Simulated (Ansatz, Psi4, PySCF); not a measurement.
CaCl₂, charge +1, doublet, geometry from GFN2-xTB (such geometries of metal compounds can be far from the true shape) (a state made from the parent by changing its charge; the spin is typed, not shown lowest), atoms displaced at random by about 0.03 Å a coordinate. Base run: B3LYP/STO-3G, gradient in PySCF.

PySCF was given this input:
```python
from pyscf import gto, scf, dft

mol = gto.Mole()
mol.atom = '''
    Ca    0.772350   -0.845122    0.549507
    Cl    0.604400    0.770576   -1.314037
    Cl   -1.424643    0.270490    0.610551
'''
mol.basis = 'sto-3g'
mol.charge = 1
mol.spin = 1
mol.verbose = 4
mol.build()

mf = dft.UKS(mol)
mf.xc = 'b3lyp'
mf.kernel()
g = mf.nuc_grad_method()
grad = g.kernel()
```

Programs used: Ansatz (an electronic-structure program), Psi4, PySCF; a row that names a program was run with it.

The coordinate followed is y of atom 2.

Each row names what was changed in the base input (with any setting that the change needs).

| change | dE/dx (Eh/bohr) | net force (Eh/bohr) |
|---|---|---|
| base | -0.020925 | 0.000362 |
| finite difference step (bohr) = 1e-5; conv_tol = 1e-11 | -0.020931 | - |
| grid_response = on | -0.020931 | 0.000000 |
| conv_tol = 1e-6 | -0.020925 | 0.000362 |
| conv_tol = 1e-4 | -0.021220 | 0.000361 |
| code = psi4 | -0.020605 | 0.000976 |
| code = ansatz | -0.020952 | 0.000000 |
| finite difference step (bohr) = 0.05; conv_tol = 1e-11 | -0.020945 | - |
| finite difference step (bohr) = 0.01; conv_tol = 1e-11 | -0.020932 | - |
| density fitting = on; auxbasis_response = off | -0.021037 | 0.000414 |
| finite difference step (bohr) = 0.2; conv_tol = 1e-11 | -0.021152 | - |
| finite difference step (bohr) = 1e-3; conv_tol = 1e-11 | -0.020931 | - |

The net force is zero for an exact gradient.

Open shells are given as the SCF converged; they aren't shown to be the lowest states, and a large step between rows can be another state.
